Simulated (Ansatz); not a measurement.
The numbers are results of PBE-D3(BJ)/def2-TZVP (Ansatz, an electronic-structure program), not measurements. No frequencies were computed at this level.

Ansatz 0.2 input:
```yaml
crystal:
  periodic: [false, false, false]
  atoms:
    - { symbol: S, position_ang: [-1.17633, 1.674524, -0.129505] }
    - { symbol: Si, position_ang: [0.045931, -0.014509, 0.384395] }
    - { symbol: S, position_ang: [-0.904923, -1.822431, -0.276314] }
    - { symbol: S, position_ang: [1.96975, 0.176022, -0.550133] }
    - { symbol: H, position_ang: [-0.176457, 2.520608, -0.308287] }
    - { symbol: H, position_ang: [0.216999, -0.060201, 1.826314] }
    - { symbol: H, position_ang: [-2.139847, -1.354556, -0.220005] }
    - { symbol: H, position_ang: [2.164878, -1.119459, -0.726464] }
basis:
  gaussian: { orbitals: def2-tzvp }
hamiltonian:
  xc: pbe
  dispersion: d3bj
relax:
  max_steps: 150
```

Output:

```
Functional definition: PBE
1211 factors; their error is unknown
mean field evaluation 1: about -40432.4516 eV, gradient 2.6e1 eV
mean field evaluation 2: about -40432.6614 eV, gradient 2.8e1 eV
mean field evaluation 4: about -40434.4764 eV, gradient 2.4e0 eV
mean field evaluation 8: about -40434.4944 eV, gradient 2.9e-2 eV
mean field evaluation 16: about -40434.4770 eV, gradient 5.5e-5 eV
mean field -40434.47695511 eV, -1485.9396206275 hartree, gradient 5.5e-5 eV, S^2 0.000000; 0 other end points of the search recorded, 0 dependent functions left out
reference -40434.47699197 eV, -1485.9396219820 hartree; 33, 33 occupied and 139, 139 virtual orbitals, 1211 factors
relax step   1: F+E_penalty+E_count = -40434.74986296 eV  Δ(F+E_penalty+E_count) = +0.000e0 eV  max|allowed force component| = 9.251e-1 eV/Å  Δτ_max = 0.0000 Å  (27 SCF iters, accepted)
these checks for a lower state are left out or cut short: starts, cluster_reference, orbital_swaps, neighbouring_geometries, increment
1211 factors; their error is unknown
mean field -40434.55273651 eV, -1485.9424055424 hartree, gradient 2.7e-5 eV, S^2 0.000000; 0 other end points of the search recorded, 0 dependent functions left out
reference -40434.55277334 eV, -1485.9424068961 hartree; 33, 33 occupied and 139, 139 virtual orbitals, 1211 factors
relax step   2: F+E_penalty+E_count = -40434.82732885 eV  Δ(F+E_penalty+E_count) = -7.747e-2 eV  max|allowed force component| = 2.554e-1 eV/Å  Δτ_max = 0.1458 Å  (32 SCF iters, accepted)
these checks for a lower state are left out or cut short: starts, cluster_reference, orbital_swaps, neighbouring_geometries, increment
1211 factors; their error is unknown
mean field evaluation 32: about -40434.5790 eV, gradient 2.6e-5 eV
mean field -40434.57899550 eV, -1485.9433705426 hartree, gradient 2.6e-5 eV, S^2 0.000000; 0 other end points of the search recorded, 0 dependent functions left out
reference -40434.57903300 eV, -1485.9433719207 hartree; 33, 33 occupied and 139, 139 virtual orbitals, 1211 factors
relax step   3: F+E_penalty+E_count = -40434.85199201 eV  Δ(F+E_penalty+E_count) = -2.466e-2 eV  max|allowed force component| = 6.287e-1 eV/Å  Δτ_max = 0.1164 Å  (28 SCF iters, accepted)
these checks for a lower state are left out or cut short: starts, cluster_reference, orbital_swaps, neighbouring_geometries, increment
1211 factors; their error is unknown
mean field -40434.69048859 eV, -1485.9474678380 hartree, gradient 2.4e-5 eV, S^2 0.000000; 0 other end points of the search recorded, 0 dependent functions left out
reference -40434.69052664 eV, -1485.9474692365 hartree; 33, 33 occupied and 139, 139 virtual orbitals, 1211 factors
relax step   4: F+E_penalty+E_count = -40434.96285179 eV  Δ(F+E_penalty+E_count) = -1.109e-1 eV  max|allowed force component| = 3.686e-1 eV/Å  Δτ_max = 0.2000 Å  (32 SCF iters, accepted)
these checks for a lower state are left out or cut short: starts, cluster_reference, orbital_swaps, neighbouring_geometries, increment
1211 factors; their error is unknown
mean field -40434.72690992 eV, -1485.9488062973 hartree, gradient 2.7e-5 eV, S^2 0.000000; 0 other end points of the search recorded, 0 dependent functions left out
reference -40434.72694809 eV, -1485.9488077001 hartree; 33, 33 occupied and 139, 139 virtual orbitals, 1211 factors
relax step   5: F+E_penalty+E_count = -40434.99642525 eV  Δ(F+E_penalty+E_count) = -3.357e-2 eV  max|allowed force component| = 1.105e-1 eV/Å  Δτ_max = 0.1776 Å  (31 SCF iters, accepted)
these checks for a lower state are left out or cut short: starts, cluster_reference, orbital_swaps, neighbouring_geometries, increment
1211 factors; their error is unknown
mean field -40434.72906407 eV, -1485.9488854607 hartree, gradient 2.4e-5 eV, S^2 0.000000; 0 other end points of the search recorded, 0 dependent functions left out
reference -40434.72910232 eV, -1485.9488868665 hartree; 33, 33 occupied and 139, 139 virtual orbitals, 1211 factors
relax step   6: F+E_penalty+E_count = -40434.99891204 eV  Δ(F+E_penalty+E_count) = -2.487e-3 eV  max|allowed force component| = 9.096e-3 eV/Å  Δτ_max = 0.0261 Å  (27 SCF iters, accepted)
1211 factors; their error is unknown
mean field evaluation 64: about -40434.7463 eV, gradient 1.5e-1 eV
mean field -40434.72906407 eV, -1485.9488854607 hartree, gradient 2.4e-5 eV, S^2 0.000000; 1 other end points of the search recorded, 0 dependent functions left out
reference -40434.72910232 eV, -1485.9488868665 hartree; 33, 33 occupied and 139, 139 virtual orbitals, 1211 factors
Total energy: -40434.99895029 eV, -1485.9588035965 hartree
Atom 0 at    -1.048345     1.767460    -0.496826 Å, force    -0.004092     0.000604    -0.002035 eV/Å
Atom 1 at     0.011014    -0.002470     0.080517 Å, force    -0.001064     0.000348    -0.007467 eV/Å
Atom 2 at    -1.097569    -1.700435    -0.609364 Å, force     0.001232    -0.002925    -0.003022 eV/Å
Atom 3 at     1.910993     0.001044    -0.908625 Å, force     0.001641     0.003133    -0.002934 eV/Å
Atom 4 at    -0.266439     2.585028     0.252535 Å, force     0.003301     0.000000     0.001433 eV/Å
Atom 5 at     0.186756    -0.051788     1.562027 Å, force     0.000920    -0.000648     0.009096 eV/Å
Atom 6 at    -2.078091    -1.545313     0.315796 Å, force    -0.001115     0.001228     0.002473 eV/Å
Atom 7 at     2.381683    -1.053528    -0.196058 Å, force    -0.000823    -0.001740     0.002455 eV/Å
Dipole moment:     0.043183    -0.012679     0.375815 e Å
```

Cost: around 26 core-seconds (rough).
